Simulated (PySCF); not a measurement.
C2H6BFO2, SMILES C[C@H](B(O)O)F.

The structure is a stationary point at B3LYP-D3(BJ)/def2-SVP. The structure was generated by enumeration; whether it is a known compound was not checked. The values are those of a single conformer.

Level of theory: PySCF 2.14.0 with TDDFT-B3LYP/def2-SVPD.

Vertical excitations. 

| state | energy (eV) | λ (nm) | f | main pairs |
|---|---|---|---|---|
| S1 | 7.15 | 173 | 0.004 | HOMO→LUMO 99 % |
| S2 | 7.80 | 159 | 0.005 | HOMO−1→LUMO 48 %, HOMO→LUMO+1 46 % |
| S3 | 7.81 | 159 | 0.010 | HOMO−1→LUMO 48 %, HOMO→LUMO+1 46 % |
| S4 | 7.99 | 155 | 0.002 | HOMO→LUMO+2 94 % |
| S5 | 8.43 | 147 | 0.010 | HOMO−2→LUMO 97 % |
| S6 | 8.69 | 143 | 0.019 | HOMO−1→LUMO+2 86 % |
| S7 | 8.77 | 141 | 0.018 | HOMO→LUMO+3 91 % |
| S8 | 8.86 | 140 | 0.039 | HOMO→LUMO+4 80 % |
| S9 | 9.04 | 137 | 0.064 | HOMO−1→LUMO+1 76 % |
| S10 | 9.17 | 135 | 0.004 | HOMO−2→LUMO+2 82 % |
| T1 | 6.99 | 177 | 0 | HOMO→LUMO 87 % |
| T2 | 7.35 | 169 | 0 | HOMO→LUMO+1 77 % |
| T3 | 7.59 | 163 | 0 | HOMO−1→LUMO 89 % |
| T4 | 7.71 | 161 | 0 | HOMO→LUMO+2 85 % |
Triplets are in the Tamm–Dancoff approximation, which puts them higher than full response would, so one can lie above its singlet here.
